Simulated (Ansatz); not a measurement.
Total energies of PbF₄ from Ansatz at PBE0-D4/def2-TZVP, gas phase (1 Eh = 27.2114 eV = 2625.5 kJ/mol). The reference geometry is relaxed at PBE-D4/def2-SVP.

```xyz
5

Pb    0.000    0.000    0.000
F    -1.845   -0.099   -0.860
F    -0.200    0.135    2.024
F     0.987    1.642   -0.696
F     1.058   -1.678   -0.468
```

| state | geometry | energy (Eh) |
| --- | --- | --- |
| charge 0 singlet | reference | -592.04922 |
| charge 1 doublet | reference | -591.52307 |
| free Pb atom (triplet) | – | -192.83692 |
| free F atom (doublet) | – | -99.67617 |

In the def2 sets Pb takes a core potential; there is no spin–orbit coupling.

(1) Work out the vertical ionisation energy to the doublet.

(2) What is the binding energy per atom against free atoms?

(1) E(charge 1 doublet) − E(charge 0 singlet) = -591.52307 − (-592.04922) = 0.52615 Eh = 14.32 eV. For comparison, −ε of the highest occupied level is 12.14 eV at this level, 2.18 eV less.

(2) Atoms: 1 × (-192.83692) + 4 × (-99.67617) = -591.54160 Eh. Binding: -591.54160 − (-592.04922) = 0.50762 Eh = 13.81 eV, or 2.76 eV for each of 5 atoms (no zero-point energy, no counterpoise term).
